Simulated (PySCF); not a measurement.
A species of formula C5H8N2O2S has this rotational fingerprint, computed with PBE0/pcSseg-1 in PySCF (dipole) on a GFN2-xTB geometry, gas phase:

| Property | Result |
| --- | --- |
| Rotational constants | A = 1996, B = 984.3, C = 783.6 MHz |
| Dipole components | \|μa\| = 0.66 D, \|μb\| = 1.08 D, \|μc\| = 3.45 D |
| Inertial defect | -121.76 u·Å² |
| κ | -0.67 |

**Question.** Which candidate fits, each taken in the one conformer that was computed?
A. `[CH3:1][c:2]1[n:3][cH:4][nH:5][c:6]1[S:7]([CH3:8])(=[O:9])=[O:10]` with N5–C6–S7–C8 104°
B. `[CH3:1][n:2]1[cH:3][c:4]([S:5]([CH3:6])(=[O:7])=[O:8])[cH:9][n:10]1` with C3–C4–S5–C6 107°

**Answer.** A. It is Cc1nc[nH]c1S(C)(=O)=O, an asymmetric top, point group C1. The candidates at the same level (rigid rotor, commonest isotopes):

| SMILES | A (MHz) | B (MHz) | C (MHz) | μa (D) | μb (D) | μc (D) | Δ (u·Å²) | point group | rotor |
| --- | --- | --- | --- | --- | --- | --- | --- | --- | --- |
| Cn1cc(S(C)(=O)=O)cn1 | 2783 | 708.5 | 653.8 | 3.83 | 0.73 | 3.54 | -121.92 | C1 | near-prolate asymmetric top |
| Cc1nc[nH]c1S(C)(=O)=O | 1996 | 984.3 | 783.6 | 0.66 | 1.08 | 3.45 | -121.76 | C1 | asymmetric top |

`Cn1cc(S(C)(=O)=O)cn1` has A 39 % too high. No structure here is proved a minimum.
